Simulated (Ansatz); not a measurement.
Relaxation of ClFH$_{4}$HfO$_{3}$ (10 atoms, charge 0, multiplicity 1), to a largest force component of 0.03 eV/Å in at most 50 steps.

Method: RKS BLYP-D4/def2-SVP (Ansatz 0.2.0).

```xyz
10
Properties=species:S:1:pos:R:3
Hf 0.334 -0.434 -0.439
O -0.760 -0.212 2.620
H -1.189 -1.069 2.814
F 1.198 -0.528 -2.155
O -0.327 1.377 -0.373
H -0.921 2.061 -0.027
O -1.036 -1.794 -0.476
H -1.743 -2.429 -0.666
Cl 2.126 -0.939 1.224
H 0.194 -0.397 2.826
```

Problem. Where does it end, and by what steps?

Solution. The forces met the threshold. After 17 steps the energy has fallen by 0.438 eV; H3 moved furthest, 0.69 Å. Joined: Hf1–O2 (3.26 → 2.40 Å).

```json
{"step": "0", "energy less start (eV)": "0.0000", "largest force component (eV/Å)": "0.826", "accepted": "yes"}
{"step": "1", "energy less start (eV)": "-0.0914", "largest force component (eV/Å)": "0.899", "accepted": "yes"}
{"step": "2", "energy less start (eV)": "-0.2302", "largest force component (eV/Å)": "0.755", "accepted": "yes"}
{"step": "3", "energy less start (eV)": "-0.3335", "largest force component (eV/Å)": "0.671", "accepted": "yes"}
{"step": "4", "energy less start (eV)": "-0.3483", "largest force component (eV/Å)": "0.498", "accepted": "yes"}
{"step": "5", "energy less start (eV)": "-0.3686", "largest force component (eV/Å)": "0.350", "accepted": "yes"}
{"step": "6", "energy less start (eV)": "-0.3755", "largest force component (eV/Å)": "0.238", "accepted": "yes"}
{"step": "7", "energy less start (eV)": "-0.3925", "largest force component (eV/Å)": "0.297", "accepted": "yes"}
{"step": "8", "energy less start (eV)": "-0.3100", "largest force component (eV/Å)": "1.949", "accepted": "no"}
{"step": "9", "energy less start (eV)": "-0.4090", "largest force component (eV/Å)": "0.264", "accepted": "yes"}
{"step": "10", "energy less start (eV)": "-0.4267", "largest force component (eV/Å)": "0.230", "accepted": "yes"}
{"step": "11", "energy less start (eV)": "-0.3779", "largest force component (eV/Å)": "1.243", "accepted": "no"}
{"step": "12", "energy less start (eV)": "-0.4328", "largest force component (eV/Å)": "0.175", "accepted": "yes"}
{"step": "13", "energy less start (eV)": "-0.4358", "largest force component (eV/Å)": "0.096", "accepted": "yes"}
{"step": "14", "energy less start (eV)": "-0.4366", "largest force component (eV/Å)": "0.064", "accepted": "yes"}
{"step": "15", "energy less start (eV)": "-0.4370", "largest force component (eV/Å)": "0.087", "accepted": "yes"}
{"step": "16", "energy less start (eV)": "-0.4379", "largest force component (eV/Å)": "0.042", "accepted": "yes"}
{"step": "17", "energy less start (eV)": "-0.4381", "largest force component (eV/Å)": "0.020", "accepted": "yes"}
```

```xyz
10
Properties=species:S:1:pos:R:3
Hf 0.251 -0.355 -0.059
O -0.595 -0.391 2.186
H -1.193 -1.171 2.129
F 0.853 -0.788 -1.848
O -0.323 1.488 -0.230
H -0.868 2.287 -0.203
O -1.172 -1.753 0.044
H -1.509 -2.321 -0.671
Cl 2.309 -0.723 1.193
H 0.122 -0.636 2.808
```

Whether the end is a true minimum wasn't checked by a vibrational analysis.

Run time: 39 s on 4 threads of Arm Neoverse V1, on a shared host, peak memory 0.19 GiB.
